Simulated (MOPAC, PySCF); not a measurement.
CH$_{5}$ClSi, SMILES `C[SiH2]Cl`, neutral singlet in the gas phase. 

Z-matrix (Å, degrees):
```
Si
H 1 1.4780
H 1 1.4780 2 109.59
C 1 1.8618 2 111.52 3 -123.98
H 4 1.0909 1 110.78 2 -178.71
H 4 1.0909 5 108.37 1 -121.73
H 4 1.0928 5 108.36 6 -117.38
Cl 1 2.0747 2 107.25 3 116.12
```
Charge 0, multiplicity 1.

All levels are single points at this geometry (B3LYP-D3(BJ)/def2-TZVP); Pople sets use spherical d functions. Orbital energies aren't observables, and empty levels follow the basis.

```tsv
level	HOMO (eV)	LUMO (eV)	gap (eV)	dipole (D)	vertical IE, Delta-SCF (eV)
B3LYP-D3(BJ)/def2-TZVP in PySCF	-8.49	0.19	8.68	1.88	–
B3LYP/3-21G in PySCF	-8.39	0.20	8.59	2.87	–
B3LYP/6-311+G** in PySCF	-8.53	-0.28	8.26	2.20	–
B3LYP/LANL2DZ in PySCF	-8.42	0.20	8.62	2.73	–
M06-2X/6-31G* in PySCF	-9.89	1.27	11.16	2.38	–
PBE/6-31G* in PySCF	-7.24	-0.38	6.86	2.27	–
SVWN5/6-31G* in PySCF	-7.31	-0.60	6.71	2.32	–
HF/6-31G* in PySCF	-11.94	3.72	15.66	2.47	–
PM3 in MOPAC	-10.06	-0.10	9.97	2.59	–
```
